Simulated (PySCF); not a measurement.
Compound: C6H12NOP.
Z-matrix (Å and degrees, PBE0-D3(BJ)/def2-SVP geometry), rows numbered from 1:
```
C 
N   1  1.4493
P   2  1.7585  1  115.65
C   3  1.8578  2   99.02  1   -82.73
C   4  1.5284  3  115.17  2   -48.54
C   5  1.5126  4  113.59  3   -57.54
O   6  1.2085  5  122.05  4  -126.10
C   6  1.5147  5  116.24  4    55.72
C   8  1.5306  6  114.08  5   -54.26
H   1  1.1010  2  109.76  3  -177.29
H   1  1.1021  2  109.96  3    65.84
H   1  1.1089  2  114.84  3   -55.26
H   2  1.0185  1  110.63  3   124.78
H   4  1.1042  3  105.47  2  -171.69
H   4  1.1024  3  108.38  2    75.77
H   5  1.1041  4  108.21  3    61.03
H   5  1.0999  4  111.57  3  -179.47
H   8  1.1000  6  107.53  5  -178.17
H   8  1.1035  6  106.59  5    65.98
H   9  1.1030  3  108.25  2   -73.76
H   9  1.1037  3  105.42  2   173.81
```

The closed-shell ground state was solved at several levels (PySCF, density fitting, gas phase, non-relativistic).

| level | basis functions | HOMO (eV) | LUMO (eV) | gap (eV) | dipole (D) |
| --- | --- | --- | --- | --- | --- |
| KT3/pcSseg-1 | 220 | -4.99 | -1.42 | 3.57 | 3.14 |
| PBE0/pcSseg-1 | 220 | -6.09 | -0.37 | 5.72 | 3.33 |

**Question.** What might B3LYP/def2-SVPD (283 basis functions) give for the same quantities?

**Answer.** HOMO -5.94 eV, LUMO -0.79 eV, gap 5.15 eV, dipole 3.37 D.

**Question.** Over all these levels, which gives the widest orbital gap and which the narrowest?

**Answer.** PBE0/pcSseg-1 (global hybrid, 25 % exact exchange) has the widest, 5.72 eV, and KT3/pcSseg-1 (GGA) the narrowest, 3.57 eV. The two share the basis. From the narrowest to the widest the HOMO moves by -1.10 eV and the LUMO by +1.05 eV.

**Question.** How far do the dipole and the HOMO energy spread over the levels?

**Answer.** The dipole runs from 3.14 to 3.37 D (mean 3.28 D) and the HOMO from -6.09 to -4.99 eV.

One conformer stands for the species.
